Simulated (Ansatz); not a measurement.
Gas-phase electronic energies from Ansatz, PBE0-D4/def2-TZVP geometries. CCSD(T)/CBS adds triple-zeta CCSD(T) − MP2 to the extrapolated MP2 energy (def2 sets, frozen cores). This one scheme is used for every species. DFT in def2-TZVPP. B3LYP here is the variant with VWN-RPA as its local correlation; programs differ in this. For Se outer-core shells are correlated without core-valence functions, which leaves a few kJ/mol of doubt a bond. Scalar relativity is left out up to krypton. Each species was taken in one conformer, which may not be the lowest.

Reaction (formal exchange of groups at the Si–C bond): `N=C[SiH2][SeH]` + CH₃SH → `SC[SiH2][SeH]` + `C=N`

(1) Is it downhill or uphill in electronic energy at CCSD(T)/CBS, and by how much? (Best estimate.)

(2) What do these levels give: B3LYP-D4, ωB97X-V, ωB97M-V, B2PLYP, PBE, r2SCAN, PBE0, CCSD/def2-TZVPP, CCSD(T)/def2-TZVPP, SCS-MP2/def2-QZVPP, MP2/CBS(def2), CCSD/CBS(def2)? (An estimate is asked.)

Largest T1 diagnostic among the species: 0.012.

Answers

(1) Ansatz gave: Downhill: ΔE = -5.0 kJ/mol.

(2) Ansatz gave: B3LYP-D4 -1.5, ωB97X-V -2.8, ωB97M-V -4.2, B2PLYP 0.3, PBE 2.5, r2SCAN -0.2, PBE0 0.1, CCSD/def2-TZVPP -3.8, CCSD(T)/def2-TZVPP -4.4, SCS-MP2/def2-QZVPP -4.4, MP2/CBS(def2) -7.6, CCSD/CBS(def2) -4.4 kJ/mol.

In def2-TZVPP, CCSD(T) changes the Hartree–Fock value by −7.7 kJ/mol (the triples alone add −0.6 kJ/mol) and MP2 by −10.3 kJ/mol. The D4 term adds −6.1 kJ/mol with B3LYP and −3.3 kJ/mol with PBE0; it sums over pairs of atoms, weighted by their polarisabilities, and B3LYP, whose exchange is more repulsive, gets the larger term.
